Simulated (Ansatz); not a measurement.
`C[CH2][GeH2][NH2]` → H₂ + `C[CH2][Ge][NH2]`  (germylene formation by 1,1-elimination)

Program: Ansatz. Geometries: PBE0-D4/def2-TZVP. ΔE: electronic, gas phase. CBS: MP2 limit from def2 TZ/QZ plus the TZ coupled-cluster correction, frozen cores. This one scheme is used for every species. DFT in def2-TZVPP. For Ge outer-core shells are correlated without core-valence functions, which leaves a few kJ/mol of doubt a bond. Scalar relativity is left out up to krypton. One conformer a species, not always the lowest.

`C[CH2][GeH2][NH2]`:

Cartesian coordinates in Å:
```
C 1.622 0.254 -0.300
C 0.437 -0.492 -0.896
Ge -1.289 0.132 -0.195
N -1.434 0.037 1.643
H 1.654 0.146 0.788
H 1.573 1.324 -0.520
H 2.574 -0.116 -0.691
H 0.512 -1.565 -0.693
H 0.415 -0.383 -1.985
H -1.481 1.620 -0.550
H -2.437 -0.719 -0.769
H -1.336 -0.893 2.026
H -0.810 0.656 2.142
```

H₂:

Cartesian coordinates in Å:
```
H -0.366 -0.032 -0.063
H 0.366 0.032 0.063
```

`C[CH2][Ge][NH2]`:

Cartesian coordinates in Å:
```
C 0.635 1.330 0.150
C -0.532 0.594 -0.507
Ge -1.342 -0.710 0.790
N -0.252 -2.099 0.353
H 1.443 0.643 0.418
H 1.060 2.093 -0.509
H 0.327 1.838 1.069
H -0.202 0.070 -1.411
H -1.302 1.309 -0.812
H 0.453 -2.082 -0.369
H -0.291 -2.986 0.829
```

```csv
level,ΔE (kJ/mol)
PBE-D4,87.7
PBE-QIDH,122.0
PBE,86.1
r2SCANh,107.9
BHLYP,103.9
CCSD(T)/def2-SVP,106.4
MP2/def2-QZVPP,105.9
MP2/CBS(def2),101.4
```

**Question.** What does CCSD(T)/CBS give? (Best estimate.)

**Answer.** The calculation gave: +98.1 kJ/mol. The listed levels differ from it by -10.4, 23.9, -12.0, 9.8, 5.8, 8.3, 7.8, 3.3 kJ/mol.

Largest T1 diagnostic among the species: 0.013.

At CCSD(T), def2-SVP lies +8.3 kJ/mol from the extrapolated value and def2-TZVPP +11.6 kJ/mol. From BLYP to BHLYP (50 % exact exchange), in def2-TZVPP and without D4, ΔE moves by +44.1 kJ/mol.

CCSD(T)/CBS has its own doubt, a few kJ/mol and more with outer-core shells, so smaller differences from it don't rank the levels.
